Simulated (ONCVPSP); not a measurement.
zirconium (Zr), ONCV: configuration errors across variants

| Item | Value |
| --- | --- |
| Element | zirconium |
| Generator | ONCVPSP 4.0.1 |
| Type | optimised norm-conserving Vanderbilt (ONCV) |
| Functional | PBE |
| Relativity | scalar-relativistic |
| Frozen core | [Kr] |
| Valence charge | 4 |
| Reference configuration | 4d2 5s2 |
| Partial waves | 5s: rc 3.35 bohr, ncon 3, nbas 8, qcut 2 1/bohr, 2 projectors, debl 3.8 Ha; p scattering state at 0.17 Ha: rc 3.20 bohr, ncon 3, nbas 6, qcut 3 1/bohr, 1 projector; 4d: rc 2.65 bohr, ncon 3, nbas 8, qcut 6.7 1/bohr, 1 projector |
| Local potential | polynomial inside 2.30 bohr (lpopt 5, dvloc0 0 Ha) |
| Core correction | Teter function fitted to the true core (icmod 2), fcfact 0.25 |

In the p channel the program set the typed energies aside and used 0.050 Ha.

All-electron excitation energies from the reference (eV): (1) 4d2 5s1 7.137; (2) 4d2 5s0 20.078; (3) 4d3 5s1 1.195.

1 further variants failed, have other tests or too few solved ones, and are left out.

Errors AE − PS in meV (a dash: test not solved or not reliable):

```csv
change,(1),(2),(3),bound ghosts,GHOST(+) flags above zero
base,-2.6,-17,-33,none,"s, p"
d: qcut 4,-2.2,-24,+2.7,none,"s, p"
d: qcut 4.8,-2.1,-18,-16,none,"s, p"
d: qcut 5.7,-2.4,-17,-27,none,"s, p"
d: qcut 6.2,-2.5,-17,-30,none,"s, p"
d: qcut 6.8,-2.6,-17,-33,none,"s, p"
d: qcut 7.8,-2.7,-17,-35,none,"s, p"
d: qcut 8.6,-2.8,-18,-36,none,"s, p"
```

Task: Give the same row for: d: qcut 9.3.

Result: -2.7, -17, -34; bound ghosts: none; GHOST(+) flags above zero: s, p.
